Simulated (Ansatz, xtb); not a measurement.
Isomers of Cl2Ga2H4O2 in order of energy

3 gas-phase structures of Cl2Ga2H4O2, from a drawn sample of its isomers (lower ones may exist). Each was relaxed with GFN2-xTB:

A. `[Cl][Ga@H-]1[OH+][Ga@H-]([Cl])[OH+]1`, a singlet
B. `[Cl][Ga-]1([Cl])[OH+][GaH2-][OH+]1`, a singlet
C. `[Cl][Ga@H-]1[OH+][Ga@@H-]([Cl])[OH+]1`, a singlet

Question: Make a reasoned guess at their ranking by r2SCAN-D4/def2-SVP single-point energy.

Answer: Calculated order at r2SCAN-D4/def2-SVP: A (0.0), C (0.0), B (2.5) kcal/mol. Less than 1 kcal/mol parts A and C, so the order within that pair means little.

Energies above the lowest of each column, in kcal/mol; the last columns are at PBE0-D4/def2-SVP geometries:

| structure | GFN2-xTB | HF/STO-3G | r2SCAN-D4/def2-SVP | PBE0-D4/def2-SVP | CCSD(T)/def2-SVP + ΔMP2/def2-TZVPP |
| --- | --- | --- | --- | --- | --- |
| A | 0.8 | 0.0 | 0.0 | 0.6 | 0.3 |
| C | 0.0 | 0.6 | 0.0 | 0.0 | 0.0 |
| B | 8.4 | 3.4 | 2.5 | 4.0 | 3.3 |

CCSD(T)/def2-SVP + ΔMP2/def2-TZVPP has A and C within 1 kcal/mol of each other at the bottom, and every level picks one of them. CCSD(T)/def2-SVP + ΔMP2/def2-TZVPP orders those it was run on as C (0.0), A (0.3), B (3.3) kcal/mol. Less than 1 kcal/mol parts C and A, so the order within that pair means little. ΔMP2 is the change of the MP2 energy from the smaller to the larger basis.

Programs: Ansatz 0.2.0, xtb 6.7.1.
